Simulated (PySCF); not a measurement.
## KSi at PBE0

Level: PBE0. basis K def2-TZVPP, Si def2-TZVPP; no relativity; PySCF 2.14.

| Property | Result |
| --- | --- |
| state | ⁴Σ⁻ (quartet), unpaired electrons σ ↑, π ↑↑ |
| bond length | 5.765 bohr |
| harmonic wavenumber | 204 cm⁻¹ |
| force constant | 0.398 mdyn/Å |
| rotational constant Be | 0.1112 cm⁻¹ |
| anharmonicity ωexe | 0.925 cm⁻¹ |
| vibration–rotation constant αe | 0.000715 cm⁻¹ |
| well depth De to K + Si | 36.6 kcal/mol |
| dissociation energy D0 | 36.4 kcal/mol |
| bond order (Mayer) | 0.73 |
| dipole moment (positive dipole means K(−)Si(+)) | -9.55 D |

The state is the lowest determinant that a PBE0 search found; another state may lie lower at other levels.
